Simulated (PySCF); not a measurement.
# Removal energies of Zr(30+) from EOM-IP-GCCSD

Reference: closed-shell Zr(30+), [Ne]; one electron is removed. Calculated with PySCF 2.14, two-component X2C-1e with screened spin-orbit coupling, an uncontracted even-tempered set (18 s from 2.6 bohr⁻², ratio 2.6; 13 p from 3.4 bohr⁻², ratio 2.6; 6 d from 3.4 bohr⁻², ratio 2.8; 3 f from 87 bohr⁻², ratio 2.8); frozen 1s2; the 56 highest virtual spinors dropped; of the others 44 kept and the rest restored at second order. No Breit or QED terms. Binding energies in eV.

| level | Koopmans | second order | EOM-CCSD |
| --- | --- | --- | --- |
| 2s1/2 | 4085.2 | 4082.1 | 4082.2 |
| 2p1/2 | 3878.7 | 3876.6 | 3876.7 |
| 2p3/2 | 3788.1 | 3786.2 | 3786.3 |

For comparison, the ionisation energy of Zr(30+) is 3788 ± 2.1 eV (semi-empirical (NIST evaluation); NIST Atomic Spectra Database, ionization energies).
